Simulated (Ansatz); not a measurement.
Reactions of `[F][SnH]([Br])[Br]`.

Gas-phase electronic energies from Ansatz, PBE0-D4/def2-TZVP geometries. CCSD(T)/CBS adds triple-zeta CCSD(T) − MP2 to the extrapolated MP2 energy (def2 sets, frozen cores). This one scheme is used for every species, atoms too. DFT in def2-TZVPP. Open shells (•) are unrestricted, without spin–orbit coupling. Spin–orbit coupling would lower the free atoms: a little for F; clearly for Br; strongly for Sn. Elements past krypton have def2 core potentials. For Br, Sn outer-core shells are correlated without core-valence functions, so the limit isn't a true one: a few kJ/mol of doubt a bond, and 10 to 20 or more in all where bonds break to atoms. Scalar relativity is left out up to krypton. Each species was taken in one conformer, which may not be the lowest.

```
                                                reaction  CCSD(T)/CBS(def2) (kJ/mol)
              `[F][SnH]([Br])[Br]` → `[F][Sn][Br]` + HBr                          56
      `[F][SnH]([Br])[Br]` + H₂ → `[Br][SnH2][Br]` + H–F                          32
            `[F][SnH]([Br])[Br]` → 2 Br• + F• + H• + Sn•                        1331
             `[F][SnH]([Br])[Br]` → `[Br][Sn][Br]` + H–F                           ?
 `[F][SnH]([Br])[Br]` + HCl → `[F][SnH]([Cl])[Br]` + HBr                           ?
`[F][SnH]([Br])[Br]` + CH₄ → `[CH3][SnH]([F])[Br]` + HBr                           ?
       `[F][SnH]([Br])[Br]` + H₂ → `[F][SnH2][Br]` + HBr                          85
`[F][SnH]([Br])[Br]` + H₂O → `[OH][SnH]([Br])[Br]` + H–F                          24
`[F][SnH]([Br])[Br]` + HBr → `[Br][SnH]([Br])[Br]` + H–F                         -54
```

Fill in the missing values. (An estimate is asked.)

The calculation gave: `[F][SnH]([Br])[Br]` → `[Br][Sn][Br]` + H–F: +10.3 kJ/mol; `[F][SnH]([Br])[Br]` + HCl → `[F][SnH]([Cl])[Br]` + HBr: +16.0 kJ/mol; `[F][SnH]([Br])[Br]` + CH₄ → `[CH3][SnH]([F])[Br]` + HBr: +105.8 kJ/mol.

Largest T1 diagnostic: 0.014, for `[F][Sn][Br]`.
